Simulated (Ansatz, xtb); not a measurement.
# Relative energy of two isomers of C3H8AlFO

Structure X is `CO[CH2][Al]([CH3])[F]`, a singlet and structure Y is `C[O][Al]([CH3])[CH2]F`, a singlet. Both are isolated molecules in the gas phase, relaxed with B3LYP/def2-SVP; the shapes shown needn't be the lowest conformers.

X (Å):

```csv
atom,x (Å),y (Å),z (Å)
C,-0.7687,2.0446,-0.2566
C,-1.3838,0.5389,1.4390
C,2.0821,0.1564,1.8305
Al,0.2945,0.5374,2.5069
F,0.1247,0.8425,4.1483
O,-1.1340,0.7330,0.0488
H,0.1275,2.3756,0.3211
H,-0.5232,2.0982,-1.3278
H,-1.5805,2.7704,-0.0405
H,-1.8567,-0.4564,1.5354
H,-2.1423,1.2591,1.8142
H,2.5408,-0.6918,2.3676
H,2.0793,-0.0804,0.7545
H,2.7476,1.0240,1.9853
```

Y (Å):

```xyz
14

C    -0.8405    0.2092    2.1249
C    -2.3815    1.9351   -1.7802
C    -0.9800   -1.2124   -1.4106
Al   -1.5651    0.5473   -0.6758
F    -0.4543   -2.0311   -0.3981
O    -1.3447    0.8469    0.9837
H    -1.6250    0.1287    2.8998
H    -0.4658   -0.8069    1.9079
H    -0.0109    0.7963    2.5601
H    -1.7293    2.2210   -2.6243
H    -3.3330    1.5904   -2.2228
H    -2.5941    2.8443   -1.1948
H    -0.2079   -1.0995   -2.1981
H    -1.8117   -1.7590   -1.8989
```

Q: Which of the two would you expect CCSD(T)/def2-SVP + ΔMP2/def2-TZVPP electronic energies to favour?

A: Structure X; the calculation gives E(Y) − E(X) = +70.1 kJ/mol.

Level by level:

| level | geometry | E(Y) − E(X) (kJ/mol) | departure from the last row (kJ/mol) | job, with rough time for the two |
| --- | --- | --- | --- | --- |
| B3LYP/def2-SVP | B3LYP/def2-SVP | +64.9 | −5.2 | optimisation, 2.2 min |
| HF/def2-SVP | B3LYP/def2-SVP | +58.8 | −11.3 | part of the CCSD(T) run |
| MP2/def2-SVP | B3LYP/def2-SVP | +76.4 | +6.3 | part of the CCSD(T) run |
| CCSD(T)/def2-SVP | B3LYP/def2-SVP | +72.4 | +2.3 | single point |
| CCSD(T)/def2-SVP + ΔMP2/def2-TZVPP | B3LYP/def2-SVP | +70.1 |  | single point, 47 s |

As drawn, Y has 1 Al–O, 1 C–F in place of 1 C–O, 1 Al–F.

The levels shown agree on the order. The largest departure from CCSD(T)/def2-SVP + ΔMP2/def2-TZVPP is that of HF/def2-SVP, 11.3 kJ/mol. Levels run at GFN2-xTB geometries aren't shown. The last row adds to CCSD(T) the change of the MP2 difference between the two basis sets, here −2.3 kJ/mol.

With thermal terms from frequencies at re-optimised GFN2-xTB minima (ideal gas, soft modes damped towards free rotors, one conformer each, 298.15 K, 1 atm): the zero-point term adds +0.1 kJ/mol; ΔH is +72.3 and ΔG +65.9 kJ/mol.

The correlated steps freeze 10 core orbitals. Run with Ansatz 0.2.0, xtb 6.7.1; the last row on 2 threads of Intel(R) Xeon(R) Platinum 8488C (Sapphire Rapids) on a shared host.
